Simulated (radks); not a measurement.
Initial-state core-level shifts of neutral gold when its valence configuration changes from [Xe] 4f14 5d10 6s1. Method: scalar-relativistic Kohn-Sham, PBE, spin-polarised, spherical densities, point nucleus; open shells are filled with parallel spins first (spin-orbit coupling, left out, can overturn this in heavy ions); computed with a radial shooting solver on a logarithmic mesh with Libxc functionals. Shifts are changes of the shell-averaged eigenvalues in eV (positive: less bound).

| valence | 3p | 3d | 4p | 5s |
|---|---|---|---|---|
| 4f14 5d9 6s2 | -3.083 | -3.095 | -3.064 | -2.942 |
| 4f13 5d10 6s1 6p1 | -20.421 | -20.273 | -17.541 | -8.988 |
| 4f14 5d9 6s1 6p1 | -4.971 | -4.979 | -4.960 | -4.859 |
| 4f13.5 5d10 6s1 6p0.5 | -10.102 | -10.027 | -8.711 | -4.490 |
| 4f14 5d10 6p1 | -2.117 | -2.113 | -2.127 | -2.159 |
| 4f14 5d8 6s1 6p2 | -9.855 | -9.876 | -9.817 | -9.529 |
| 4f13.5 5d8 6s1 6p2.5 | -20.155 | -20.107 | -18.700 | -14.084 |
| 4f14 5d9.5 6s1.5 | -1.508 | -1.513 | -1.499 | -1.444 |
| 4f13 5d10 6s2 | -18.430 | -18.286 | -15.540 | -6.962 |
